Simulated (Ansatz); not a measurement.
A structure relaxed at PBE-D4/def2-SVP in Ansatz, charge 0, singlet:

```xyz
6

Na   -1.543   -0.892   -0.922
F    -1.759   -0.340    1.027
Na   -0.166    0.562    1.919
F     1.589    0.918    0.949
Na    1.709    0.330   -0.998
F     0.171   -0.578   -1.976
```

Task: Give its formula, name or SMILES and point group.

Result: (NaF)3 ring (Na3F3). Point group D3h (tolerance 0.1 Å).

Task: Summarise the bond lengths by kind (pairs closer than 1.2 times the sum of covalent radii, bridged metal pairs left out).

Result: 6 × F–Na 2.04 Å.
